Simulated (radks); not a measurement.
Task: These are the eigenvalues of the occupied orbitals of an atom or ion with whole-number occupations (eV). Method: scalar-relativistic Kohn-Sham, r2SCAN, spin-polarised, spherical densities, finite nucleus; meta-GGA in the generalised Kohn-Sham scheme; Fermi nuclear charge, rms radius of each element as measured or else 0.836 A^(1/3) + 0.57 fm; computed with a radial shooting solver on a logarithmic mesh with Libxc functionals.

orbital  eigenvalue
1s up     -10259.66
1s down   -10259.63
2s down   -1273.811
2s up     -1273.801
2p up     -1106.912
2p down   -1106.900
3s up     -152.7601
3s down   -152.7523
3p up     -101.7861
3p down   -101.7745
3d up      -19.6366
3d down    -19.5818
4s up       -9.6161
4s down     -8.7303
4p up       -2.9597

Which element is it, and in what charge state? The configuration may be excited. Open shells, if any, are filled with parallel spins first.

Result: Z = 31, gallium, charge 0: Ga in [Ar] 3d10 4s2 4p1. The list shows which subshells hold electrons but not how many an open one holds; the 1s level, -377.04 hartree, gives Z - s = 27.5 by -(Z - s)^2/2, which with screening and relativity narrows Z to a few neighbours, and the depths of the outer levels then fix element, charge and occupations together.
